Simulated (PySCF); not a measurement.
Species: C4H8Se.
SMILES with atom numbers: `[CH2:1]=[CH:2][C@H:3]([CH3:4])[SeH:5]` (hydrogens: H6, H7 on C1; H8 on C2; H9 on C3; H10, H11, H12 on C4; H13 on Se5)

Computed by this run: PBE0-D3(BJ)/def2-SVP geometry optimisation, gas phase (PySCF 2.14.0); density fitting, grid level 1; the optimiser is geomeTRIC in internal coordinates, started from a GFN2-xTB structure with every atom displaced at random (about 0.01 Å).

Step 0: E = -69603.6308 eV
```
atom  x, y, z in Å  |  force x, y, z in eV/Å
C1      2.1399   -0.2287   -0.0394   -1.922   0.506  -0.577
C2      0.8764    0.0541   -0.4238    1.127  -0.311   0.948
C3     -0.3070    0.0680    0.4854    1.170   0.734   0.607
C4     -1.4295   -0.7314   -0.0415   -1.805  -0.009   0.762
Se5    -0.8439    1.9762    0.7956    0.111  -0.250   0.518
H6      2.9389   -0.1931   -0.7411    0.853  -0.036  -0.700
H7      2.3721   -0.4333    0.9824    0.232  -0.268   0.947
H8      0.6757    0.2942   -1.4613   -0.105   0.086  -0.485
H9     -0.0044   -0.2644    1.5142   -0.187   0.223  -0.604
H10    -1.7691   -0.3673   -1.0071   -0.072   0.107  -0.518
H11    -1.1847   -1.7798   -0.1252    0.343  -0.734  -0.165
H12    -2.3073   -0.6636    0.6444    0.329  -0.036  -0.324
H13    -1.1604    2.2555   -0.5964   -0.074  -0.012  -0.408
```

Step 1: E = -69603.7363 eV
```
atom  x, y, z in Å  |  force x, y, z in eV/Å
C1      2.1139   -0.3105   -0.0542    0.032   0.426   0.037
C2      0.9034    0.1362   -0.4011   -0.034  -0.227  -0.125
C3     -0.2940    0.1620    0.4917   -0.081  -0.305  -0.091
C4     -1.4235   -0.7298   -0.0235    0.224   0.049   0.007
Se5    -0.9124    2.0055    0.7996   -0.050   0.153  -0.205
H6      2.9443   -0.2966   -0.7678   -0.060  -0.108   0.041
H7      2.3441   -0.5979    0.9785   -0.043  -0.108  -0.079
H8      0.7179    0.4450   -1.4423    0.056   0.010   0.122
H9     -0.0044   -0.1714    1.5004    0.033   0.043   0.048
H10    -1.7576   -0.4105   -1.0227    0.012   0.004  -0.026
H11    -1.0743   -1.7742   -0.0979   -0.014   0.055  -0.019
H12    -2.2888   -0.6952    0.6472   -0.105   0.013   0.084
H13    -1.2719    2.2239   -0.6217    0.031  -0.004   0.207
```

Question: Estimate the geometry and energy of step 2. (The exact step hangs on the optimiser's Hessian estimate; all steps are aligned on step 1, rigid shifts and turns removed.)

Answer: E = -69603.7487 eV, largest force 0.125 eV/Å
```
atom  x, y, z in Å  |  force x, y, z in eV/Å
C1      2.1153   -0.2845   -0.0519    0.042   0.006   0.065
C2      0.9012    0.1333   -0.4120   -0.004  -0.061  -0.045
C3     -0.2913    0.1548    0.4854   -0.052  -0.103  -0.047
C4     -1.4209   -0.7336   -0.0206    0.021   0.071   0.043
Se5    -0.9059    2.0107    0.7909    0.026   0.014   0.045
H6      2.9556   -0.3052   -0.7505   -0.039   0.020  -0.034
H7      2.3172   -0.6171    0.9715    0.008   0.003   0.010
H8      0.7217    0.4491   -1.4486    0.010   0.028   0.017
H9      0.0082   -0.1674    1.4963    0.000   0.039   0.001
H10    -1.7558   -0.4145   -1.0203   -0.002  -0.006  -0.003
H11    -1.0740   -1.7768   -0.0973   -0.004   0.000  -0.007
H12    -2.2872   -0.6953    0.6557    0.008  -0.004  -0.017
H13    -1.2875    2.2329   -0.6124   -0.014  -0.006  -0.029
```

The energy changes by -0.0124 eV. The first-order estimate −F·Δx gives -0.0249 eV and the mean of the old and new forces, exact on a quadratic surface, -0.0125 eV. The step makes an angle of 57° with the force vector and moves no atom by more than 0.034 Å.

What follows is the cost of the whole optimisation. The run took 38 s of wall time on an AMD EPYC 7R13 with one thread, no GPU (shared host), and the process peaked at 0.55 GiB of memory.
